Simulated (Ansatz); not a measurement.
Computed with Ansatz on PBE0-D4/def2-TZVP structures; ΔE is electronic, products minus reactants. CCSD(T)/CBS adds triple-zeta CCSD(T) − MP2 to the extrapolated MP2 energy (def2 sets, frozen cores). Functionals use def2-TZVPP. Elements past krypton have def2 core potentials. For Sn outer-core shells are correlated without core-valence functions, which leaves a few kJ/mol of doubt a bond. Each species was taken in one conformer, which may not be the lowest.

Consider the redistribution: `OC[SiH2]O` + `C[SiH2][SnH2][SH]` → `OC[SiH](O)S` + `C[SiH2][SnH3]`.

| species | PBE0 energy (Eh) |
| --- | --- |
| `OC[SiH2]O` | -481.44717 |
| `C[SiH2][SnH2][SH]` | -944.65904 |
| `OC[SiH](O)S` | -879.56103 |
| `C[SiH2][SnH3]` | -546.55037 |

Question: Work out ΔE.

Answer: ΔE = (-879.56103) + (-546.55037) − (-481.44717) − (-944.65904) = -0.00519 Eh = -13.6 kJ/mol. CCSD(T)/CBS gives -7.8 kJ/mol.

Largest T1 diagnostic among the species: 0.012.

In def2-TZVPP, CCSD(T) changes the Hartree–Fock value by −10.3 kJ/mol (the triples alone add −1.1 kJ/mol) and MP2 by −8.7 kJ/mol.
